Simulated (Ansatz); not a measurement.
Li11⁺. The state is a singlet with charge 1. Geometry r2SCAN/def2-SVP, basis def2-TZVP, Ansatz.

```xyz
11

Li   -1.217    1.628    2.239
Li   -0.633    3.547   -0.534
Li   -1.886   -3.400   -1.263
Li    1.985   -0.549    1.415
Li   -1.970    0.469   -1.408
Li    0.496   -4.154    0.454
Li    0.172    0.957    0.102
Li    1.737    1.521   -1.938
Li    1.784    2.889    1.194
Li   -1.062   -1.426    1.035
Li    0.595   -1.482   -1.296
```

| run | HOMO (eV) | LUMO (eV) |
| --- | --- | --- |
| A | -5.87 | -5.34 |
| B | -6.32 | -4.88 |
| C | -6.16 | -4.88 |
| D | -5.82 | -5.19 |

B3LYP takes the VWN-RPA correlation. Another isomer (singlet) lies 0.37 eV lower at PBE0/def2-TZVP; other spin states weren't run for this one.

Problem. The runs used B3LYP, PBE, PBE0, r2SCAN. Estimate which is which.

Solution. A PBE (0 % exact exchange); B PBE0 (25 % exact exchange); C B3LYP (20 % exact exchange); D r2SCAN (0 % exact exchange). Exact exchange lowers occupied and raises empty levels; among semilocal functionals meta-GGAs tend to open the gap a little, and such runs are hard to tell apart. The gap grows from 0.53 eV (PBE) to 1.43 eV (PBE0). The restricted singlet is unstable towards broken spin symmetry in Hartree–Fock (as tested in another run); at PBE/def2-TZVP, PBE0/def2-TZVP, B3LYP/def2-TZVP, r2SCAN/def2-TZVP this wasn't settled.
